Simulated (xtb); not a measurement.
In(H)(Me)2 (C2H7In), SMILES [CH3][InH][CH3]. All values are semi-empirical tight-binding results from xtb (GFN2-xTB unless named), good for trends rather than for accurate numbers. Geometry optimised at GFN2-xTB.

Optimised geometry:

Bonded distances (Å): In1–H2 1.761, In1–C3 2.227, In1–C7 2.226, C3–H4 1.089, C3–H5 1.090, C3–H6 1.090, C7–H8 1.089, C7–H9 1.089, C7–H10 1.090. Angles (°): H2–In1–C3 119.6, H2–In1–C7 119.2, C3–In1–C7 121.2, In1–C3–H4 112.8, In1–C3–H5 107.7, In1–C3–H6 109.4, H4–C3–H5 109.5, H4–C3–H6 109.0, H5–C3–H6 108.5, In1–C7–H8 111.2, In1–C7–H9 111.5, In1–C7–H10 107.3, H8–C7–H9 108.7, H8–C7–H10 109.0, H9–C7–H10 109.2.
Charge 0, spin multiplicity 1.

For metal compounds this method's bond lengths and energies can be far off.

```yaml
orbital_gap: 3.99 eV
zero_point_energy: 45.2 kcal/mol
G − E(el) at 298.15 K (modified RRHO): 25.1 kcal/mol
```

Computed atomic charges and the Wiberg bond orders between heavy atoms:
charges (e) In1 0.13, H2 -0.12, C3 -0.17, H4 0.06, H5 0.05, H6 0.05, C7 -0.17, H8 0.05, H9 0.05, H10 0.06. Bond orders In1–C3 0.82, In1–C7 0.82.
